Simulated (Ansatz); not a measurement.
CH2Si, SMILES `[C]=[SiH2]` (triplet; the order of the spin states depends on the level) (charge 0, multiplicity 3). This triplet lies 0.26 eV below the relaxed singlet at the level frozen-core full CI/6-31g // B3LYP-D3(BJ)/def2-TZVP (Ansatz, an electronic-structure program); other levels give the other order.

Cartesian coordinates (Å):
SMILES: [C]=[SiH2]
```xyz
4

C      1.6932    -0.1493    -0.0642
Si    -0.0397     0.0035     0.2179
H     -0.7195     1.2894    -0.0766
H     -0.9340    -1.1436    -0.0770
```
Charge 0, spin multiplicity 3.

Frozen-core energies in cc-pVTZ from Ansatz at a geometry from B3LYP-D3(BJ)/def2-TZVP; the HF reference has <S^2> = 2.69 and the T1 diagnostic is 0.079.

```csv
level,energy (Ha)
HF,-327.81766
MP2,-328.00145
CCSD,-328.04689
```

Task: Estimate the energies of CCSD(T), CCSDT and CCSDT(Q), and give each level's difference from CCSDT(Q).

Result: 
| level | energy (Ha) | difference from CCSDT(Q) (mHa) |
|---|---|---|
| MP2 | -328.00145 | 62.13 |
| CCSD | -328.04689 | 16.69 |
| CCSD(T) | -328.05839 | 5.18 |
| CCSDT | -328.06237 | 1.20 |
| CCSDT(Q) | -328.06357 | 0.00 |
